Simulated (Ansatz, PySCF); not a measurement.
Caution: the highest occupied level lies above zero, so the state may not be bound. This triplet is an excited state, 1.09 eV above the relaxed singlet at the level frozen-core CCSD(T)/aug-cc-pVTZ // B3LYP-D3(BJ)/def2-TZVPD (Ansatz, an electronic-structure program).

B3LYP has the VWN-RPA correlation part, as in Gaussian. 

**H2AlS, SMILES `[SH][AlH-]` (excited triplet; H–Al–S–H torsion 90°) (charge -1, multiplicity 3)**

Calculation: PySCF with B3LYP-D3(BJ)/def2-TZVPD.

```yaml
highest_occupied_spin_orbital: 1.27 eV
total_energy: -641.8932 Ha
cost: very roughly 30 core-seconds
```

```xyz
4

Al     0.9439     0.5279    -0.3834
S     -1.1875     0.4408     0.5195
H      2.0273    -0.5399     0.1831
H     -1.7837    -0.4288    -0.3192
```
Charge -1, spin multiplicity 3.
